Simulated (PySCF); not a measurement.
[YF6]3- (charge -3 and singlet state).
Bonds: Y1–F2, Y1–F3, Y1–F4, Y1–F5, Y1–F6, Y1–F7.

The calculation used PySCF 2.14.0, PBE0-D3(BJ)/def2-SVP geometry optimisation, gas phase, def2 core potentials past Kr.

Question: Give the optimised bond lengths and angles.

Answer: 
```csv
bond,length (Å)
Y1–F2 and 5 like bonds,2.210
```

Bonds in one row agree within 0.01 Å and their mean is given. A selection of angles:
```csv
angle,degrees
F2–Y1–F3,180.0
F2–Y1–F4,90.0
```

All 6 F–Y bonds measure 2.210 to 2.211 Å. Y1 (yttrium bonded to 6 F) is octahedral (the three widest angles are 180.0°, 180.0° and 180.0°, the others run from 89.9° to 90.1°).

Point group: Oh (tolerance 0.08 Å). Stationary, but not proved a minimum. Whether so highly charged an anion holds all its electrons in the gas phase wasn't checked; a finite basis holds them in any case. The ion is multiply charged and computed without counter-ions or solvent. The geometry's basis has no diffuse functions, a weakness for an anion.
